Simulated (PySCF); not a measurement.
Work out the structure from these simulated measurements.

Formula: C4H11NSSi.

- Rotational structure: rotational constants A, B, C: 3.427, 0.964, 0.825 GHz [GFN2-xTB]
- NMR, other nuclei: isotropic shieldings of nuclei other than C and H, by class: 250 (1 N), 383 (1 Si), 548 (1 S) ppm [GIAO PBE0/pcSseg-1]
- Dipole: 1.95 D [PBE0/pcSseg-1]
- 13C NMR: chemical shifts (computed TMS as zero) by class: 148.8 (1 C), 117.0 (1 C), 30.7 (1 C), 29.3 (1 C) ppm [GIAO PBE0/pcSseg-1]
- 1H NMR: chemical shifts (computed TMS as zero) by class: 5.44 (1 H), 5.44 (1 H), 5.25 (2 H), 2.75 (3 H), 2.07 (3 H), -0.12 (1 H) ppm [GIAO PBE0/pcSseg-1]

Gas-phase values; electronic properties from PySCF, density fitting. Levels stand in brackets. Geometry: GFN2-xTB, one conformer, isolated molecule. NMR values are class means; diastereotopic atoms form classes of their own.

Q: Propose a structure and show how it fits.

A: Numbering: `[CH2:1]=[C:2]([CH3:3])[S:4][SiH2:5][NH:6][CH3:7]`. Its formula, C4H11NSSi, gives 1 degree of unsaturation: 0 rings and 1 π bond in the structure found. 4 carbons fall into 4 classes; from least to most shielded: fully substituted alkene carbon [C2] (148.8 ppm), terminal =CH2 carbon [C1] (117.0 ppm), N-methyl carbon [C7] (30.7 ppm), allylic carbon [C3] (29.3 ppm). Hydrogen classes from least to most shielded: 1 H on a terminal =CH2 carbon, C1 (5.44 ppm), 1 H on a terminal =CH2 carbon, C1 (5.44 ppm), 2 H on an SiH2 silicon, Si5 (5.25 ppm), 3 H on an N-methyl carbon, C7 (2.75 ppm), 3 H on an allylic carbon, C3 (2.07 ppm), 1 H on a silicon-bound nitrogen, N6 (-0.12 ppm). The other shieldings belong to: 250 ppm, silicon-bound nitrogen [N6]; 383 ppm, SiH2 silicon [Si5]; 548 ppm, sulfur bonded to C and Si [S4]. The optimised geometry has point group C1 and is an asymmetric top. Structure: `C=C(C)S[SiH2]NC`. Computed isomers that give other values at the same levels: `C/C=C\[Si@H](S)NC` (13C chemical shifts (computed TMS as zero) by class: 154.9 (1 C), 132.4 (1 C), 31.7 (1 C), 24.7 (1 C) ppm); `CS[Si@@H]1CCCN1` (13C chemical shifts (computed TMS as zero) by class: 48.7 (1 C), 28.1 (1 C), 17.2 (1 C), 10.9 (1 C) ppm); `[H]/N=C(/C)CCS[SiH3]` (13C chemical shifts (computed TMS as zero) by class: 180.5 (1 C), 50.1 (1 C), 35.9 (1 C), 28.8 (1 C) ppm). The assignments are read from this structure; whether some other isomer fits the data as well wasn't checked.

The values belong to the conformer `[CH2:1]=[C:2]([CH3:3])[S:4][SiH2:5][NH:6][CH3:7]`: C1–C2–S4–Si5 0°, C2–S4–Si5–N6 -63°, S4–Si5–N6–C7 -178°.
